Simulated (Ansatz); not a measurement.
System: S$_{2}$O, net charge 0, singlet state. 
Geometry from a B3LYP-D3(BJ)/def2-TZVP (Ansatz, a first-principles code) optimisation:
```
S
O 1 1.4615
S 1 1.8963 2 117.70
```
Charge 0, spin multiplicity 1.

Basis-set convergence of Hartree-Fock and CCSD(T) correlation energies (hartree) with Ansatz. Correlated levels leave the core frozen unless marked. No spin-orbit coupling. No relativistic terms.

The Hartree-Fock reference is unstable (checked in the largest basis), which strains HF and MP2. 

```json
[
 {"basis": "cc-pV(D+d)Z", "functions": "60", "E(HF)": "-869.86773", "E(corr, CCSD(T))": "-0.50437", "rough core time": "under 20 s"},
 {"basis": "cc-pV(T+d)Z", "functions": "108", "E(HF)": "-869.94155", "E(corr, CCSD(T))": "-0.64290", "rough core time": "under 20 s"},
 {"basis": "cc-pV(Q+d)Z", "functions": "183", "E(HF)": "-869.95676", "E(corr, CCSD(T))": "-0.69033", "rough core time": "25 s"}
]
```

Extrapolating the two largest sets (X = 3 and 4) as X^-3: E(corr) = (64·(-0.69033) - 27·(-0.64290))/37 = -0.7249 Eh, an estimate of the basis-set limit. The largest set recovers 95.2 % of it, the smallest 69.6 %.
